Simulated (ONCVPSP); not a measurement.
Varying the ONCV potential for calcium

Base potential:

* Element: calcium
* Generator: ONCVPSP 4.0.1
* Type: optimised norm-conserving Vanderbilt (ONCV)
* Functional: PBE
* Relativity: scalar-relativistic
* Frozen core: [Ne]
* Valence charge: 10
* Reference configuration: 3s2 3p6 (charge +2)
* Partial waves: 3s: rc 1.75 bohr, ncon 4, nbas 8, qcut 6.1 1/bohr, 2 projectors, debl 2.7 Ha; 3p: rc 1.75 bohr, ncon 4, nbas 8, qcut 8.9 1/bohr, 2 projectors, debl 2.7 Ha; d scattering state at 0.28 Ha: rc 1.70 bohr, ncon 4, nbas 7, qcut 5.9 1/bohr, 1 projector
* Local potential: polynomial inside 1.35 bohr (lpopt 5, dvloc0 0 Ha)
* Core correction: Teter function, fcfact 3.75, rcfact 1.65

In the d channel the program set the typed energies aside and used -0.586 Ha.

Cutoffs, loose and tight: the cutoffs (Ha) at which the residual kinetic energy of the hardest occupied pseudo-wave falls to 1 and 0.1 mHa per electron. They do not see the model core or the augmentation charge, which bear on the density cutoff. Test errors are all-electron minus pseudo excitation energies from the reference, over the configurations 3s2 3p6 4s2; 3s2 3p6 4s1; 3s2 3p6 4s1.5; 3s2 3p6 4p2. A dash means not determined; rows that change the core or the reference have their own tests.

For the base: The cutoffs count occupied waves only; projector 1 of the d channel, the hardest unoccupied one, needs 50 Ha at the loose tolerance.

```csv
change,outcome,"cutoff, loose","cutoff, tight",bound ghosts,GHOST(+) flags above zero,largest test error (meV)
base,"generated, projector energies reset by the program",15 Ha,18 Ha,none,none,+0.7
s: rc 1.74,"generated, projector energies reset by the program",15 Ha,18 Ha,none,none,+0.7
s: rc 1.94,"generated, projector energies reset by the program",15 Ha,18 Ha,none,none,+0.8
s: rc 2.24,"generated, projector energies reset by the program",15 Ha,18 Ha,none,none,+1.0
```

Task: What comes out with this change to the base: s: rc 1.32; local potential polynomial inside 1.32 bohr (lpopt 5, dvloc0 0 Ha)?

Result: outcome: generated, projector energies reset by the program; cutoff, loose: 29 Ha; cutoff, tight: 94 Ha; bound ghosts: none; GHOST(+) flags above zero: none; largest test error (meV): +0.7.

Task: What comes out with this change to the base: s: rc 2.5?

Result: outcome: generated, projector energies reset by the program; cutoff, loose: 15 Ha; cutoff, tight: 18 Ha; bound ghosts: none; GHOST(+) flags above zero: none; largest test error (meV): +3.7.

Task: What comes out with this change to the base: s: rc 1.58?

Result: outcome: generated, projector energies reset by the program; cutoff, loose: 16 Ha; cutoff, tight: 26 Ha; bound ghosts: none; GHOST(+) flags above zero: none; largest test error (meV): +0.7.

Reading the sweep of the s radius (base included, trends over the rows without a ghost): The loose cutoff falls from 29 Ha at 1.32 to 15 Ha at 2.5 bohr. A larger radius leaves more room for a smooth pseudo-wave, so fewer plane waves are needed; a smaller one forces it to follow the all-electron wave where it bends sharply. The median size of the test errors (rows with all tests solved) rises from 0.3 meV at 1.32 to 3.0 meV at 2.5 bohr, with one reversal. More of the atom is replaced by a form fitted at one configuration, so other configurations suffer as the radius grows.
